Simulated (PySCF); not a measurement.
C6H12O.
Structure used (GFN2-xTB), in Å, numbered top down from 1:
```
atom  x, y, z in Å
C1    -2.0207    1.4085   -0.7326
C2    -1.4398    0.3695   -0.1548
C3    -2.0409   -1.0031   -0.1973
C4    -0.1344    0.4982    0.5815
C5     0.9906   -0.3055   -0.0764
C6     2.3302   -0.0626    0.6200
O7     3.3697   -0.8512    0.0902
H8    -1.5865    2.3938   -0.7062
H9    -2.9590    1.3180   -1.2537
H10   -3.0770   -0.9621   -0.5228
H11   -1.4909   -1.6352   -0.8939
H12   -1.9973   -1.4706    0.7847
H13   -0.2633    0.1478    1.6095
H14    0.1585    1.5495    0.6208
H15    1.0730   -0.0163   -1.1285
H16    0.7685   -1.3730   -0.0352
H17    2.2637   -0.3429    1.6741
H18    2.5911    1.0052    0.5636
H19    3.4548   -0.6587   -0.8503
```

The closed-shell SCF was solved with PySCF and density fitting under several settings on one GFN2-xTB geometry (grid level 2 and gas phase unless stated).

```
                                                             settings  basis functions  SCF cycles     E (Eh)  HOMO (eV)  LUMO (eV)  dipole (D)
                                                        PBE0/pcSseg-1              179          13  -310.6508      -7.13       0.54        1.23
                                                       PBE0/def2-SVPD              239          13  -310.4856      -7.17       0.39        1.26
                                                 HCTH407/ANO-RCC-VDZP              158          15  -311.1407      -6.01      -0.56        1.20
                                                           B97-D/MINI               47          13  -308.2924      -6.28      -2.19        1.18
                               B97-2/6-31G, energy threshold 1e-11 Eh               87          12  -310.8619      -6.67       0.91        1.58
BP86/3-21G, IEF-PCM dimethylsulfoxide, fitting basis def2-qzvpp-jkfit               87          10  -309.3476      -5.24       0.01        1.32
```

Estimate the rows for these settings: (1) PBE0/cc-pVDZ; (2) LDA/MINI; (3) B97-2/cc-pVDZ.

```
     settings  basis functions  SCF cycles     E (Eh)  HOMO (eV)  LUMO (eV)  dipole (D)
 PBE0/cc-pVDZ              158          14  -310.7025      -6.97       0.77        1.05
     LDA/MINI               47          13  -305.8565      -6.01      -2.24        1.19
B97-2/cc-pVDZ              158          13  -310.9684      -6.72       0.71        1.04
```

Over all rows, what range does the HOMO–LUMO gap span?

From 3.77 eV (LDA/MINI) to 7.74 eV (PBE0/cc-pVDZ). The functional of the narrowest has no exact exchange, that of the widest 25 % exact exchange.

Compare two rows with the functional PBE0: PBE0/pcSseg-1 and PBE0/def2-SVPD. Which energy is lower, and by how much?

PBE0/pcSseg-1 (179 functions) lies 0.1652 Eh or 104 kcal/mol below PBE0/def2-SVPD (239 functions). The smaller set gives the lower energy; the two sets aren't nested, so the variational bound doesn't order them by size.

B97-D ran without the empirical dispersion term, which would shift the total energy alone. Cycle counts include a coarse-grid stage where the run had one. ANO-RCC sets were contracted for a scalar-relativistic Hamiltonian, but ran non-relativistically here. The species at its GFN2-xTB geometry (one conformer only).
